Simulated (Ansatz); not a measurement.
Gas-phase electronic energies from Ansatz, PBE0-D4/def2-TZVP geometries. CCSD(T)/CBS is the MP2 limit (def2-TZVPP, def2-QZVPP) plus CCSD(T) − MP2 in def2-TZVPP, frozen cores. Functionals use def2-TZVPP. B3LYP here is the variant with VWN-RPA as its local correlation; programs differ in this. HSE06 is defined as in plane-wave codes. One conformer a species, not always the lowest.

Reaction (redistribution): `[BH2][Al]([NH2])[NH2]` + `O[SiH2]CCl` → `BC[SiH2]O` + `[NH2][Al]([NH2])[Cl]`

| level | ΔE (eV) | difference from CCSD(T)/CBS |
| --- | --- | --- |
| LDA (SPW92) | -2.99 | 0.03 |
| revPBE-D4 | -2.88 | 0.14 |
| BLYP-D4 | -2.91 | 0.11 |
| r2SCAN-D4 | -3.12 | -0.10 |
| B97M-V | -3.15 | -0.13 |
| PBE0-D4 | -3.00 | 0.02 |
| B3LYP-D4 | -3.00 | 0.02 |
| r2SCANh-D4 | -3.13 | -0.11 |
| r2SCAN0-D4 | -3.16 | -0.14 |
| BHLYP-D4 | -3.10 | -0.08 |
| CAM-B3LYP-D4 | -3.05 | -0.03 |
| ωB97X-V | -3.00 | 0.02 |
| B2PLYP | -3.06 | -0.04 |
| PBE-QIDH | -3.11 | -0.09 |
| PBE | -2.90 | 0.12 |
| revPBE | -2.88 | 0.14 |
| BLYP | -2.91 | 0.11 |
| r2SCAN | -3.11 | -0.09 |
| PBE0 | -3.00 | 0.02 |
| B3LYP | -3.00 | 0.02 |
| r2SCANh | -3.13 | -0.11 |
| r2SCAN0 | -3.16 | -0.14 |
| HSE06 | -3.00 | 0.02 |
| BHLYP | -3.10 | -0.08 |
| CAM-B3LYP | -3.05 | -0.03 |
| LC-ωPBE | -3.06 | -0.04 |
| RPA@PBE/def2-TZVPP | -2.88 | 0.14 |
| HF/def2-SVP | -3.19 | -0.17 |
| MP2/def2-SVP | -3.22 | -0.20 |
| CCSD/def2-SVP | -3.08 | -0.06 |
| CCSD(T)/def2-SVP | -3.06 | -0.04 |
| MP2/def2-TZVPP | -3.17 | -0.15 |
| SCS-MP2/def2-TZVPP | -3.07 | -0.05 |
| CCSD/def2-TZVPP | -3.03 | -0.01 |
| CCSD(T)/def2-TZVPP | -3.02 | 0.00 |
| HF/def2-QZVPP | -3.11 | -0.09 |
| MP2/def2-QZVPP | -3.17 | -0.15 |
| HF/CBS(def2) | -3.11 | -0.09 |
| MP2/CBS(def2) | -3.17 | -0.15 |
| CCSD/CBS(def2) | -3.04 | -0.02 |
| CCSD(T)/CBS | -3.02 | 0 |

Q: What do rigid-rotor, harmonic-oscillator terms from PBE0-D4/def2-TZVP frequencies (298.15 K, 1 bar) make of the CCSD(T)/CBS value? (Best estimate.)

A: Computed: ΔZPE = +0.04 eV, ΔH = -2.99 eV, ΔS = -6 J/(mol·K), ΔG = -2.97 eV.

Largest T1 diagnostic among the species: 0.011.

From r2SCAN to r2SCAN0 (25 % exact exchange), in def2-TZVPP and without D4, ΔE moves by −0.04 eV. At CCSD(T), def2-SVP lies −0.04 eV from the extrapolated value and def2-TZVPP +0.01 eV. Leaving LDA and LC-ωPBE aside and taking each functional with its dispersion term where it has one, the values spread over 0.27 eV, from r2SCAN0-D4 to revPBE-D4. LDA lies −0.08 eV from PBE without D4.
